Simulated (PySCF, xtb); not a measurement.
PbI₂, SMILES [I][Pb][I] (connectivity only; charge and spin as stated), neutral, multiplicity 1.

Harmonic wavenumbers (cm⁻¹) from xtb 6.7.1 with GFN2-xTB at its own minimum, in rising order: 53, 185, 186.

What does PBE-D3(BJ)/def2-SVP in PySCF give at its own minimum? (Estimate from the structure and the level; the computed values follow.)

46, 159, 160. Paired by order, the mean absolute difference is 20 cm⁻¹ and the zero-point energies are 0.6 and 0.5 kcal/mol.
